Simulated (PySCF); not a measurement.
# Neon: a sound run and one with changed settings

Sound run: Ne²⁺ [He] 2s2 2p4, Ne³⁺ [He] 2s2 2p3. Calculation: PySCF 2.14, in def2-SVP (3s2p1d, 14 functions); no relativity, point nucleus. The sound run starts from symmetry-adapted Hartree-Fock orbitals and uses a fine grid where one is needed.

A second run was set up differently.

```tsv
species	method	sound run (hartree)	changed run (hartree)	converged
Ne²⁺	UHF	-126.19497	-126.19497	yes
Ne²⁺	M06-2X	-126.46475	-126.45474	yes
Ne²⁺	LDA	-125.71756	-125.78408	yes
Ne³⁺	UHF	-123.92154	-123.92154	yes
Ne³⁺	M06-2X	-124.12836	-124.12836	yes
Ne³⁺	LDA	-123.37382	-123.37382	yes
```

Ionisation energy of Ne²⁺:

| method | sound run (eV) | changed run (eV) |
| --- | --- | --- |
| UHF | 61.863 | 61.863 |
| M06-2X | 63.576 | 63.304 |
| LDA | 63.776 | 65.587 |

Q: What was changed?
A. all electrons correlated in a valence basis
B. minimal basis
C. angular grid far too coarse
D. a valence shell is frozen

A: C. It used 6 angular points. A coarse angular grid integrates products of high-l functions wrongly, so density functionals can shift, and the SCF can exploit the error; Hartree-Fock and MP2 need no grid.
